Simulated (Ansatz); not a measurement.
Ansatz (a program for electronic structure) input:

Ansatz 0.2 input:
```yaml
crystal:
  periodic: [false, false, false]
  atoms:
    - {symbol: C, position_ang: [-2.35417190, 0.07608942, -0.07374204]}
    - {symbol: C, position_ang: [-1.13845496, 0.18525793, 0.47864528]}
    - {symbol: C, position_ang: [0.10161686, -0.69758492, 0.18502119]}
    - {symbol: C, position_ang: [1.30038884, 0.05204366, -0.18558989]}
    - {symbol: N, position_ang: [2.22369139, 0.68716770, -0.46635726]}
    - {symbol: H, position_ang: [-2.33933676, -0.74094104, -0.83540601]}
    - {symbol: H, position_ang: [-0.91162219, 0.93051683, 1.25082103]}
    - {symbol: H, position_ang: [-0.14448421, -1.38124696, -0.63127198]}
    - {symbol: H, position_ang: [0.37333025, -1.31333932, 1.05435056]}
basis:
  gaussian:
    orbitals: def2-TZVP
hamiltonian:
  xc: b3lyp
  dispersion: d3bj
total_charge: -1
phonons: {temperatures: {t_min: 298.15, t_max: 298.15, t_step: 100}}
```

Q: Predict the final energy.

A: -209.59781 Eh (B3LYP-D3(BJ)/def2-TZVP). The basis has 179 functions. The run takes around 5 core-minutes (rough).

It need not be the lowest isomer of its formula. Whether it binds its extra electron was not tested at this geometry.
